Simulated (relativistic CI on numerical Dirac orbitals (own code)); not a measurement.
**Fe3+ in a cubic cluster: 3s photoemission with charge transfer**

Computed with a charge-transfer multiplet model of a cubic metal-ligand cluster with up to 2 ligand holes, Slater and spin-orbit integrals from Dirac-Coulomb-Breit ions, Slater integrals scaled by 0.9. The ground state mixes d5 with configurations of k ligand holes L, whose averages lie at kΔ + k(k − 1)U_dd/2; a core hole lowers each added d electron by U_cd. 300 K, Lorentzian 1.4 eV and Gaussian 0.8 eV FWHM.

Atomic integrals in eV (Slater integrals scaled, ζ unscaled), ground: F2dd 10.785, F4dd 6.742, zeta_d 0.056; with the core hole: F2dd 11.715, F4dd 7.365, zeta_d 0.065, G2cd 11.629.

Cluster parameters (eV): Δ = 2.4, U_cd = 8, 10Dq = 1.15, 10Dq(ligand) = 0.7, V(eg) = 2.15, V(t2g) = -0.93, final-state hopping factor = 0.9.

```tsv
Case	n_d	d5	d6L	d7L2	S
U_dd = 5.6 eV	5.25	0.76	0.23	0.01	2.50
U_dd = 6.3 eV	5.25	0.76	0.23	0.01	2.50
U_dd = 7.7 eV	5.24	0.77	0.22	0.01	2.50
```

Weights, n_d and S are thermal averages at 300 K. Binding energies count from the first peak over 30 % of the highest in each spectrum, which can be another peak from case to case. The parameters are a model scan and need not match a compound or its usual spin state. Peaks in eV (height, largest 100):
- U_dd = 5.6 eV: 0.0 (100), 5.8 (43), 11.6 (46), 17.7 (30), 21.6 (16)
- U_dd = 6.3 eV: 0.0 (100), 6.0 (41), 11.8 (47), 18.0 (29), 21.6 (14)
- U_dd = 7.7 eV: 0.0 (100), 6.1 (37), 12.0 (48), 18.4 (30), 21.8 (10)

Curve for U_dd = 6.3 eV (points under 2 left out, the grid thinned):

| E (eV) | Intensity |
| --- | --- |
| -3.6 | 4.8 |
| -3.0 | 6.6 |
| -2.3 | 10.8 |
| -1.7 | 18.4 |
| -1.1 | 36.7 |
| -0.4 | 82.3 |
| 0.2 | 97.7 |
| 0.8 | 60.6 |
| 1.5 | 28.8 |
| 2.1 | 20.2 |
| 2.7 | 15.5 |
| 3.4 | 11.2 |
| 4.0 | 10.8 |
| 4.6 | 14.5 |
| 5.2 | 25.5 |
| 5.9 | 40.5 |
| 6.5 | 31.7 |
| 7.1 | 17.4 |
| 7.8 | 10.4 |
| 8.4 | 9.0 |
| 9.0 | 9.4 |
| 9.7 | 10.9 |
| 10.3 | 15.1 |
| 10.9 | 26.4 |
| 11.6 | 46.0 |
| 12.2 | 40.3 |
| 12.8 | 23.2 |
| 13.5 | 14.0 |
| 14.1 | 9.9 |
| 14.7 | 7.4 |
| 15.4 | 7.0 |
| 16.0 | 8.5 |
| 16.6 | 13.3 |
| 17.2 | 22.2 |
| 17.9 | 29.3 |
| 18.5 | 25.6 |
| 19.1 | 19.3 |
| 19.8 | 12.8 |
| 20.4 | 9.7 |
| 21.0 | 11.2 |
| 21.7 | 14.2 |
| 22.3 | 10.1 |
| 22.9 | 5.4 |
| 23.6 | 2.9 |
| 24.2 | 2.0 |

For the case U_dd = 6.3 eV, Δ = 2.4 eV is smaller than U_dd = 6.3 eV, the charge-transfer side of the Zaanen-Sawatzky-Allen scheme. With the core hole the average of the configuration with one ligand hole lies at Δ − U_cd = -5.6 eV before mixing: it lies below the unscreened one, so the lowest final states are mostly screened and the unscreened weight appears at higher binding energy as a satellite.

With at most 2 ligand holes the space is cut while the next configuration still counts, so covalency is underestimated, and a final configuration with one more ligand hole, which can lie low, is missing from the spectra.

Without intra-shell correlation the exchange splitting of the 3s hole comes out too large.
